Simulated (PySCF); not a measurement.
Computed properties of Si(H)3(OH) (H4OSi), SMILES [SiH3]O

H4OSi, SMILES [SiH3]O. The structure is a stationary point at B3LYP-D3(BJ)/def2-TZVP. Other conformers were not sampled. All values are computed for the isolated molecule unless a solvent is named; none is compared with measurement here.

**Structure.** The optimised structure has Cs symmetry. All 12 harmonic modes at B3LYP-D3(BJ)/def2-TZVP (PySCF) are real, so it is a minimum.

**Vibrations.** The strongest infrared lines (harmonic, unscaled, degenerate partners summed) lie at 1005 cm⁻¹ (194 km/mol, H 88 %, Si 11 %), 838 cm⁻¹ (191 km/mol, O 48 %, H 34 %, Si 18 %), 2209 cm⁻¹ (176 km/mol, H 96 %). The softest mode is at 200 cm⁻¹ and the zero-point energy is 24.1 kcal/mol.

**Electronic structure.** HF/def2-TZVPD (PySCF) places the frontier levels at -12.47 and 1.56 eV, a gap of 14.03 eV, and gives a dipole moment of 1.39 D and a mean polarisability of 30.4 bohr³.

**Excitations.** TDDFT-PBE0/def2-TZVPD (PySCF) has S1 at 6.91 eV (179 nm, f = 0.002, dark); the most intense of the 10 singlets computed lies at 9.17 eV (f = 0.15). T1 (TDA) is at 6.55 eV. No vertical singlet excitation falls in the visible range (under 3.1 eV).

**NMR.** GIAO shifts at PBE0/pcSseg-2 (PySCF) (non-relativistic, atoms alike by connectivity averaged): ¹H from 0.5 to 5.2 ppm against TMS; ²⁹Si at -35.1 ppm against TMS.
